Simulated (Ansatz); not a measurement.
Input for Ansatz (a first-principles code): U-CCSD(T)/def2-SVP on InP, 2S+1 = 3, a point of a bond scan (R = 3.610 Å). Elements past Kr take the def2 small-core potentials; no spin–orbit coupling. The run froze 14 orbitals, filled d shells among them.

Ansatz 0.2 input:
```yaml
crystal:
  periodic: [false, false, false]
  atoms:
    - {symbol: In, position_ang: [-0.00000000, -0.00000000, -0.62680193]}
    - {symbol: P, position_ang: [0.00000000, 0.00000000, 2.98357721]}
basis:
  gaussian:
    orbitals: def2-SVP
magnetization: {spin_polarized: true, initial_magnetization: 2}
correlation: {method: ccsd_t, electrons: outside_noble_gas}
scf: {omitted_lower_state_checks: [cluster_reference]}
```

Output:

```
WARN ansatz: RAYON_NUM_THREADS=2 ignored (pool sized by the plan → 2); use --threads N
Functional definition: HF
these checks for a lower state are left out or cut short: cluster_reference
integrals: 0.02 GiB planned
497 factors; integrals over basis functions are off by at most 2.4e-4 eV
mean field: 0.10 GiB planned
mean field evaluation 1: about -14415.2739 eV, gradient 7.8e0 eV
mean field evaluation 2: about -14415.2751 eV, gradient 7.8e0 eV
mean field evaluation 4: about -14416.4021 eV, gradient 1.5e0 eV
mean field evaluation 8: about -14416.8064 eV, gradient 9.0e-1 eV
mean field evaluation 16: about -14416.6514 eV, gradient 2.9e0 eV
mean field evaluation 32: about -14416.6919 eV, gradient 2.0e-6 eV
mean field evaluation 64: about -14416.6692 eV, gradient 2.2e0 eV
mean field evaluation 96: about -14416.2299 eV, gradient 6.3e-2 eV
mean field evaluation 128: about -14416.6918 eV, gradient 4.7e-2 eV
mean field -14416.83146041 eV, -529.8087840907 hartree, gradient 4.9e-6 eV, S^2 2.691734; 14 other end points of the search recorded, 0 dependent functions left out
14 core orbitals not correlated
reference -14416.83146041 eV, -529.8087840907 hartree; 5, 3 occupied and 25, 27 virtual orbitals, 497 factors
second order -2.54315824 eV of doubles, -0.00000000 eV of singles
coupled cluster: 0.07 GiB planned
cycle   1  -3.11319611 eV  change   -5.7e-1 eV  update   7.7e-2
cycle   2  -3.36012118 eV  change   -2.5e-1 eV  update   3.6e-2
cycle   3  -3.38735099 eV  change   -2.7e-2 eV  update   2.2e-2
cycle   4  -3.41072354 eV  change   -2.3e-2 eV  update   1.6e-2
cycle   5  -3.43433128 eV  change   -2.4e-2 eV  update   9.8e-3
cycle   6  -3.43645209 eV  change   -2.1e-3 eV  update   3.8e-3
cycle   7  -3.43881611 eV  change   -2.4e-3 eV  update   2.2e-3
cycle   8  -3.44057044 eV  change   -1.8e-3 eV  update   1.6e-3
cycle   9  -3.43997878 eV  change    5.9e-4 eV  update   6.6e-4
cycle  10  -3.44040328 eV  change   -4.2e-4 eV  update   2.5e-4
cycle  11  -3.44048103 eV  change   -7.8e-5 eV  update   1.0e-4
cycle  12  -3.44050859 eV  change   -2.8e-5 eV  update   4.5e-5
cycle  13  -3.44049911 eV  change    9.5e-6 eV  update   2.2e-5
cycle  14  -3.44049145 eV  change    7.7e-6 eV  update   1.1e-5
cycle  15  -3.44049822 eV  change   -6.8e-6 eV  update   5.8e-6
coupled cluster: 0.07 GiB planned
perturbative correction -0.09540026 eV, -0.0035058950 hartree
Total energy: -14420.36735889 eV, -529.9387259633 hartree
Checks for a lower state left out: cluster_reference
```

Self-consistency was reached. Its determinant has ⟨S²⟩ = 2.69, a mixture of spin states.

Cost: about 5 core-seconds (a rough figure).
